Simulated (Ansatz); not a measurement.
`C=C[SiH](F)Br` + `O[SiH3]` → `C=C[SiH](F)O[SiH3]` + HBr  (ligand exchange at the Si–Br bond)

Program: Ansatz. Geometries: PBE0-D4/def2-TZVP. ΔE: electronic, gas phase. CCSD(T)/CBS is the MP2 limit (def2-TZVPP, def2-QZVPP) plus CCSD(T) − MP2 in def2-TZVPP, frozen cores. DFT in def2-TZVPP. For Br outer-core shells are correlated without core-valence functions, which leaves a few kJ/mol of doubt a bond. Scalar relativity is left out up to krypton. Each species was taken in one conformer, which may not be the lowest.

CCSD(T)/CBS gives -29.8 kJ/mol.

**Question.** Another level gave -28.9 kJ/mol. Which?
A. PBE/def2-TZVPP
B. MP2/def2-TZVPP
C. CCSD/def2-TZVPP
D. PBE0/def2-TZVPP

**Answer.** B. MP2/def2-TZVPP -28.9, CCSD/def2-TZVPP -37.4, PBE0 -20.4, PBE -16.0 kJ/mol.

**Question.** What do rigid-rotor, harmonic-oscillator terms from PBE0-D4/def2-TZVP frequencies (298.15 K, 1 bar) make of the CCSD(T)/CBS value? (Estimate.)

**Answer.** Ansatz gave: ΔZPE = -8.5 kJ/mol, ΔH = -35.9 kJ/mol, ΔS = -3 J/(mol·K), ΔG = -35.1 kJ/mol. Modes under 50 cm⁻¹ make the entropy rough.

Largest T1 diagnostic among the species: 0.012.

Leaving LDA and LC-ωPBE aside and taking each functional with its dispersion term where it has one, the values, not all of them listed here, spread over 21.3 kJ/mol, from CAM-B3LYP-D4 to PBE-D4. LDA lies −7.8 kJ/mol from PBE without D4. From BLYP to BHLYP (50 % exact exchange), in def2-TZVPP and without D4, ΔE moves by −9.3 kJ/mol.
